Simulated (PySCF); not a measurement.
## Deuteron quadrupole couplings in `C[Si]1(OC=O)C[SiH2]C1`

Species: C4H10O2Si2.
Cartesian coordinates in Å at the GFN2-xTB level; atoms count from 1:
```
atom  x, y, z in Å
C1    -0.5770   -2.2978   -0.8178
Si2   -0.0263   -0.6075   -0.1764
O3     1.5971   -0.9129    0.2010
C4     2.4111   -0.0141    0.6755
O5     2.1518    1.1290    0.9120
C6    -0.2302    0.9745   -1.2299
Si7   -0.8960    1.9436    0.2977
C8    -0.9304    0.2733    1.2588
H9     0.0124   -2.6065   -1.6748
H10   -1.6161   -2.2577   -1.1224
H11   -0.4806   -3.0641   -0.0558
H12    3.4168   -0.4465    0.8424
H13   -0.9479    0.8865   -2.0407
H14    0.6851    1.3711   -1.6588
H15   -2.2403    2.4916    0.0751
H16   -0.0042    2.9582    0.8379
H17   -0.4012    0.2799    2.2068
H18   -1.9329   -0.0943    1.4579
```

Level: PBE0/pcSseg-1 (PySCF, non-relativistic); Q(2H) = 0.00286 b; rigid geometry, the same for H and D, with no vibrational averaging.

**Question.** Rank these positions by the coupling χzz of a deuteron there, largest first.
A. H14 (methylene hydrogen)
B. H16 (Si–H hydrogen)
C. H12 (formyl hydrogen)
D. H9 (methyl hydrogen)
E. H15 (Si–H hydrogen)

**Answer.** A (224 kHz), D (219 kHz), C (181 kHz), B (114 kHz), E (107 kHz).

**Question.** Give the electric field gradient Vzz (the principal value of largest size), its asymmetry and the 2H coupling at each hydrogen.

**Answer.** 
| atom | bonded to | bond length (Å) | Vzz (au) | η | χzz (kHz) |
| --- | --- | --- | --- | --- | --- |
| H9 | C1 | 1.085 | 0.3264 | 0.01 | 219 |
| H10 | C1 | 1.084 | 0.3286 | 0.01 | 221 |
| H11 | C1 | 1.085 | 0.3264 | 0.01 | 219 |
| H12 | C4 | 1.107 | 0.2694 | 0.02 | 181 |
| H13 | C6 | 1.086 | 0.3330 | 0.03 | 224 |
| H14 | C6 | 1.086 | 0.3331 | 0.02 | 224 |
| H15 | Si7 | 1.469 | 0.1596 | 0.01 | 107 |
| H16 | Si7 | 1.455 | 0.1694 | 0.03 | 114 |
| H17 | C8 | 1.086 | 0.3332 | 0.02 | 224 |
| H18 | C8 | 1.086 | 0.3335 | 0.03 | 224 |

**Question.** Average by the element that carries the hydrogen.

**Answer.** on C: 217 kHz over 8 positions, mean bond length 1.088 Å; on Si: 111 kHz over 2 positions, mean bond length 1.462 Å.

**Question.** Give the 2H NMR doublet splittings at H16 for a magnetic field along the z, y and x axes of the gradient: 3χ/2, 3χ(1 + η)/4, 3χ(1 − η)/4.

**Answer.** With |χ| = 113.8 kHz and η = 0.028: 171, 88 and 83 kHz, to first order and without motion.

The structure is a single GFN2-xTB conformer in the gas phase; no vibrational or solvent corrections. GFN2-xTB bond lengths can be off by several hundredths of an ångström, more for odd bonds, and the gradients follow them. A larger basis could move these couplings by a tenth or more.
